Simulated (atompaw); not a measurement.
## Building the PAW (atompaw) potential for cerium (Ce) (PBEsol, scalar-relativistic).

atompaw 4.2.0.5 input, output lines left out:

```
Ce 58
GGA-PBESOL scalarrelativistic loggrid 2001 logderivrange -6 5 276
6 6 5 4 0 0
6 0 0
6 1 0
5 2 1
4 3 1
0 0 0
c
c
c
c
v
v
c
c
c
v
v
c
c
v
v
3
3.00 2.35 2.55 2.15
n
n
y
3.55
n
y
-1
n
bloechl gaussian
bessel
```

Problem. Does the generator finish with these settings?

Solution. Yes, a potential is produced.

Problem. Estimate the cutoffs (Ry, on a coarse ladder) from which the occupation-weighted sum of valence levels, in a spherical-Bessel basis at the reference potential, stays within 10 and 1 mRy of its value at 400 Ry.

Solution. 21 Ry and 30 Ry.

Problem. Does the potential have ghost states?

Solution. No extra level below or beside the all-electron valence levels (s, p, d, f tested).

Problem. Is the overlap operator S = 1 + Σ q|β⟩⟨β| positive definite (Bessel basis up to 400 Ry)?

Solution. Yes: its lowest eigenvalue is 0.41 (s channel).

Problem. Which valence shell sets the plane-wave cutoff?

Solution. 4f: its level needs 30 Ry to come within 1 mRy, against 15 Ry for 5p.
